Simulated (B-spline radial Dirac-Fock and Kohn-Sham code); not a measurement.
**Elastic and transport cross sections of calcium for electrons**

These are calculated numbers from a radial B-spline solver; the model is relativistic (Dirac) partial waves in the static field of the Dirac-Fock atom with Furness-McCarthy exchange, without polarisation or absorption potentials. σ_tr1 and σ_tr2 weight the cross section with 1 − P₁ and 1 − P₂ of cos θ; "backward" is the share scattered beyond 90°.

| energy (eV) | σ (a₀²) | σ_tr1 (a₀²) | σ_tr2 (a₀²) | σ/σ_tr1 | backward (%) |
| --- | --- | --- | --- | --- | --- |
| 1500 | 6.09 | 0.433 | 0.727 | 14.1 | 2.1 |
| 2000 | 5.00 | 0.281 | 0.505 | 17.8 | 1.5 |
| 3000 | 3.74 | 0.150 | 0.293 | 24.9 | 0.89 |
| 3030 | 3.71 | 0.148 | 0.289 | 25.1 | 0.88 |
| 3990 | 3.02 | 0.0955 | 0.195 | 31.6 | 0.61 |
| 5000 | ? | ? | ? | ? | ? |
| 6280 | 2.12 | 0.0456 | 0.0992 | 46.5 | 0.34 |
| 7660 | 1.81 | 0.0327 | 0.0728 | 55.2 | 0.26 |
| 8200 | 1.71 | 0.0292 | 0.0654 | 58.5 | 0.24 |
| 9060 | 1.57 | 0.0247 | 0.0558 | 63.8 | 0.21 |
| 9950 | 1.46 | 0.0210 | 0.0480 | 69.2 | 0.19 |
| 10000 | 1.45 | 0.0209 | 0.0476 | 69.5 | 0.19 |
| 11600 | 1.28 | 0.0162 | 0.0374 | 79.1 | 0.16 |
| 13200 | 1.15 | 0.0130 | 0.0303 | 88.6 | 0.13 |
| 15600 | 0.996 | 0.00971 | 0.0230 | 103 | 0.11 |
| 19000 | 0.841 | 0.00689 | 0.0165 | 122 | 0.087 |
| 19200 | 0.833 | 0.00677 | 0.0162 | 123 | 0.086 |

Question: Fill in the row for 5 keV.

Answer: σ = 2.54 a₀², σ_tr1 = 0.0663 a₀², σ_tr2 = 0.140 a₀², σ/σ_tr1 = 38.3, backward 0.46 %. The ratio σ/σ_tr1 is roughly the number of elastic collisions that randomise the direction.
